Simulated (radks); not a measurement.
Values are calculated unless marked as measured or tabulated.
All-electron atom: Fe3+ in [Ar] 3d4 5f1 (not the ground configuration).

Level of theory: scalar-relativistic Kohn-Sham, PBEsol, spin-polarised, spherical densities, point nucleus; open shells are filled with parallel spins first (a radial shooting solver on a logarithmic mesh with Libxc functionals).

Energy parts (eV):
part                      energy
total                 -34495.076
kinetic                34908.415
electron-nucleus      -81314.284
Hartree                13351.085
exchange-correlation   -1440.292

Orbitals (lengths in bohr, moments of r in powers of bohr; <r^-3> diverges for s and p1/2; r(max) is where P^2 peaks; r(90%) holds 90 % of the orbital's charge):
orbital,occ.,eigenvalue (eV),r(max),<r^-3>,r(90%)
1s down,1,-7047.161,0.03829,-,0.104
1s up,1,-7047.154,0.03829,-,0.104
2s up,1,-876.4304,0.2227,-,0.415
2s down,1,-873.9668,0.2225,-,0.413
2p up,3,-755.2218,0.1800,479.1,0.387
2p down,3,-753.3510,0.1798,481.1,0.385
3s up,1,-149.4370,0.6956,-,1.18
3s down,1,-144.2096,0.6969,-,1.19
3p up,3,-115.0357,0.7044,64.09,1.26
3p down,3,-109.8861,0.7064,62.92,1.27
3d up,4,-60.6024,0.6731,6.391,1.50
3d down,0,-55.5344,0.6808,6.203,1.55
5f up,1,-8.1377,7.895,0.02103,10.5

The highest occupied level is 5f up at -8.138 eV. The configuration is held as typed, so some empty levels lie below it. Spin moment in Bohr magnetons: 5.
